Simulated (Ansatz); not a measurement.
Compare A (`CC(C)[Si]O`) with its isomer B (`CC1(O)C[SiH2]1`).

Calculated with Ansatz (gas phase, PBE0-D4/def2-TZVP geometries, no zero-point term in ΔE). CCSD(T)/CBS adds triple-zeta CCSD(T) − MP2 to the extrapolated MP2 energy (def2 sets, frozen cores). Functionals use def2-TZVPP. B3LYP here is the variant with VWN-RPA as its local correlation; programs differ in this. Each species was taken in one conformer, which may not be the lowest.

(1) Which is lower in electronic energy at CCSD(T)/CBS, and by how much? (Estimate.)

(2) Give E(B) − E(A) in kJ/mol with CCSD/def2-TZVPP, CCSD(T)/def2-SVP, B3LYP, HF/def2-TZVPP, PBE0-D4, ωB97M-V, r2SCAN-D4. (Estimate.)

(3) Does the order hold for the free energy at 298.15 K (harmonic terms from PBE0-D4)? (Best estimate.)

Largest T1 diagnostic: 0.013.

Results:

(1) Computed: A, by 158.9 kJ/mol.

(2) Computed: CCSD/def2-TZVPP 163.6, CCSD(T)/def2-SVP 146.4, B3LYP 158.7, HF/def2-TZVPP 168.1, PBE0-D4 142.1, ωB97M-V 161.1, r2SCAN-D4 136.7. None reverses the order clearly.

(3) The calculation gave: Yes: G(B) − G(A) = +151.0 kJ/mol, for one conformer each. Modes under 60 cm⁻¹, often nearly free rotors, make the harmonic entropy too high.

In def2-TZVPP, CCSD(T) changes the Hartree–Fock value by −8.1 kJ/mol (the triples alone add −3.5 kJ/mol) and MP2 by −13.6 kJ/mol. Leaving LDA and LC-ωPBE aside and taking each functional with its dispersion term where it has one, the values, not all of them listed here, spread over 26.5 kJ/mol, from r2SCAN-D4 to BHLYP-D4. LDA lies −10.1 kJ/mol from PBE without D4.
